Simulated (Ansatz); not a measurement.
Isolated molecules relaxed with PBE0-D4/def2-TZVP in Ansatz; ΔE leaves out vibrations. CBS: MP2 limit from def2 TZ/QZ plus the TZ coupled-cluster correction, frozen cores. This one scheme is used for every species. For Ge outer-core shells are correlated without core-valence functions, which leaves a few kJ/mol of doubt a bond. Scalar relativity is left out up to krypton. Each species was taken in one conformer, which may not be the lowest.

Consider the hydrogenolysis of a Ge–N bond: `B[NH][GeH]([CH3])[F]` + H₂ → `[CH3][GeH2][F]` + `BN`.

```csv
species,CCSD(T)/CBS(def2) energy (Eh)
`B[NH][GeH]([CH3])[F]`,-2297.76421
H₂,-1.17544
`[CH3][GeH2][F]`,-2217.00316
`BN`,-81.93499
```

**Question.** Work out ΔE.

**Answer.** ΔE = (-2217.00316) + (-81.93499) − (-2297.76421) − (-1.17544) = 0.00150 Eh = +3.9 kJ/mol.

**Question.** What do rigid-rotor, harmonic-oscillator terms from PBE0-D4/def2-TZVP frequencies (298.15 K, 1 bar) make of the CCSD(T)/CBS value? (Best estimate.)

**Answer.** The calculation gave: ΔZPE = +18.4 kJ/mol, ΔH = +17.1 kJ/mol, ΔS = 33 J/(mol·K), ΔG = +7.3 kJ/mol.

Largest T1 diagnostic among the species: 0.012.

Leaving LDA and LC-ωPBE aside and taking each functional with its dispersion term where it has one, the values, not all of them listed here, spread over 10.2 kJ/mol, from B97M-V to revPBE-D4. LDA lies +4.2 kJ/mol from PBE without D4. In def2-TZVPP, CCSD(T) changes the Hartree–Fock value by +20.6 kJ/mol (the triples alone add +4.6 kJ/mol) and MP2 by +26.9 kJ/mol. The D4 term adds +11.2 kJ/mol with B3LYP and +6.2 kJ/mol with PBE0; it sums over pairs of atoms, weighted by their polarisabilities, and B3LYP, whose exchange is more repulsive, gets the larger term.

B3LYP here is the variant with VWN-RPA as its local correlation; programs differ in this.
